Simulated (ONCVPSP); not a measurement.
vanadium (V) ONCV: all-electron and pseudo phase curves

ONCVPSP 4.0.1 input, shortened (lines: element, Z, core and valence counts, functional; n l f; lmax; l rc ep ncon nbas qcut; lloc lpopt rc5 dvloc0; l nproj debl; icmod fcfact rcfact), PBEsol, fully relativistic:

```
  V 23.00    3    5  -116133      upf
    1    0    2.00
    2    0    2.00
    2    1    6.00
    3    0    2.00
    3    1    6.00
    3    2    3.00
    4    0    1.50
    4    1    0.50
    2
    0    1.90    0.00    3    7    6.20
    1    1.45    0.00    4    8    7.50
    2    2.15    0.00    4    9    8.00
    4    3    1.30    0.00
    0    2    1.90
    1    2    1.30
    2    3    2.40
    3    4.25    1.20
```

Open shells are filled in proportion to 2j + 1.

The phase is arctan(r·R′/R) of the radial function R(r), unwrapped; energies in Ha, scanned from -4 to 5 Ha. A pole is an energy at which the radial function vanishes at the test radius. The pseudo phase is shifted by a multiple of π to meet the all-electron one at the reference energy, and phase errors are pseudo minus all-electron; the curves can meet again beyond the range given. Levels narrower than the energy grid can be missing from the lists of poles.

```tsv
channel	radius (bohr)	reference energy (Ha)	poles, all-electron	poles, pseudo	unbroken range about the reference energy with phases within 0.05 rad	phase error 1 Ha above the reference energy (rad)
s	1.93	-0.19	-2.49, 3.40	-2.49, 3.33	the whole range	-0.001
p3/2	1.47	-0.07	-0.76	-0.76	the whole range	-0.000
p1/2	1.47	-0.07	-0.81	-0.81	the whole range	-0.000
d5/2	2.18	-0.21	0.02, 3.42	0.02, 3.42	the whole range	+0.000
d3/2	2.18	-0.22	0.01, 3.41	0.01, 3.41	the whole range	+0.000
```

Phases in the p3/2 channel:

```
E (Ha)  all-electron  pseudo
 -3.98         1.095   1.095
 -3.50         0.977   0.977
 -3.02         0.741   0.741
 -2.54         0.153   0.153
 -2.06        -0.790  -0.790
 -1.58        -1.273  -1.273
 -1.10        -1.482  -1.482
 -0.62        -1.601  -1.601
 -0.14        -1.689  -1.689
  0.34        -1.767  -1.767
  0.82        -1.851  -1.851
  1.30        -1.957  -1.957
  1.78        -2.111  -2.111
  2.26        -2.371  -2.372
  2.74        -2.842  -2.844
  3.22        -3.482  -3.485
  3.70        -3.950  -3.953
  4.18        -4.204  -4.206
  4.66        -4.349  -4.351
```
